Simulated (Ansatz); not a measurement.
Molecule: C6H9N (charge 0, singlet). SMILES: Cc1ccc(C)[nH]1
Geometry from a B3LYP-D3(BJ)/def2-TZVP (Ansatz, an electronic-structure program) optimisation:
```xyz
16

C      2.4969    -0.6045     0.1651
C      1.1302    -0.0632    -0.0704
C      0.6978     1.0297    -0.7808
C     -0.7225     1.0853    -0.6759
C     -1.1297     0.0253     0.0966
N      0.0078    -0.6630     0.4566
C     -2.4850    -0.4093     0.5332
H      2.6074    -1.6233    -0.2192
H      2.7536    -0.6242     1.2288
H      3.2324     0.0201    -0.3401
H      1.3339     1.7145    -1.3175
H     -1.3753     1.8206    -1.1173
H      0.0175    -1.4905     1.0266
H     -2.7297    -1.4142     0.1752
H     -3.2358     0.2735     0.1378
H     -2.5835    -0.4151     1.6232
```

Wanted: atomisation energy (electronic, to ground-state atoms), in kcal/mol. Valence correlation only, unless marked. UHF or UKS for open shells. No spin-orbit coupling. Non-relativistic. The coupled-cluster limit lacks core correlation, which all-electron functionals hold. CBS marks a two-point X^-3 extrapolation of the correlation energy; Hartree-Fock from the larger set.

```csv
level,program,atomisation energy (kcal/mol)
SVWN5/def2-TZVPD,Ansatz,1923.6
revPBE/def2-TZVPD,Ansatz,?
r2SCAN-D3(BJ)/def2-TZVPD,Ansatz + dftd3,1673.7
LC-wPBE-D3(BJ)/def2-TZVPD,Ansatz + dftd3,1680.5
PBE-QIDH/def2-TZVPD,Ansatz,?
SCS-MP2/cc-pVQZ,Ansatz,1671.0
"CCSD(T)/CBS(cc-pVTZ,cc-pVQZ)",Ansatz,?
```

Task: Complete the blanks.

Result: 
- revPBE/def2-TZVPD, atomisation energy (kcal/mol): 1651.1
- PBE-QIDH/def2-TZVPD, atomisation energy (kcal/mol): 1666.4
- CCSD(T)/CBS(cc-pVTZ,cc-pVQZ), atomisation energy (kcal/mol): 1662.3
